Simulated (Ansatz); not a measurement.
`O[B](F)[InH2]` + H₂O → `[OH][InH2]` + `OBF`  (formal hydrolysis of the In–B bond)

Isolated molecules relaxed with PBE0-D4/def2-TZVP in Ansatz; ΔE leaves out vibrations. CCSD(T)/CBS is the MP2 limit (def2-TZVPP, def2-QZVPP) plus CCSD(T) − MP2 in def2-TZVPP, frozen cores. This one scheme is used for every species. DFT in def2-TZVPP. B3LYP here is the variant with VWN-RPA as its local correlation; programs differ in this. def2 core potentials past Kr. For In outer-core shells are correlated without core-valence functions, which leaves a few kJ/mol of doubt a bond. Each species was taken in one conformer, which may not be the lowest.

Q: Is it downhill or uphill in electronic energy at CCSD(T)/CBS, and by how much? (Estimate.)

A: Computed: Downhill: ΔE = -15.7 kcal/mol.

Q: What do these levels give: PBE-D4, revPBE-D4, ωB97M-V, B3LYP, HF/def2-SVP, CCSD/def2-TZVPP? (An estimate is asked.)

A: Computed: PBE-D4 -13.7, revPBE-D4 -13.8, ωB97M-V -14.6, B3LYP -16.6, HF/def2-SVP -17.0, CCSD/def2-TZVPP -14.8 kcal/mol.

Q: What do rigid-rotor, harmonic-oscillator terms from PBE0-D4/def2-TZVP frequencies (298.15 K, 1 bar) make of the CCSD(T)/CBS value? (Estimate.)

A: Computed: ΔZPE = +0.4 kcal/mol, ΔH = -16.3 kcal/mol, ΔS = -2 J/(mol·K), ΔG = -16.2 kcal/mol.

Largest T1 diagnostic among the species: 0.017.

From BLYP to BHLYP (50 % exact exchange), in def2-TZVPP and without D4, ΔE moves by +0.9 kcal/mol. In def2-TZVPP, CCSD(T) changes the Hartree–Fock value by +2.9 kcal/mol (the triples alone add −0.1 kcal/mol) and MP2 by +2.0 kcal/mol. Leaving LDA and LC-ωPBE aside and taking each functional with its dispersion term where it has one, the values, not all of them listed here, spread over 4.1 kcal/mol, from B2PLYP to HSE06-D4. LDA lies +1.6 kcal/mol from PBE without D4.
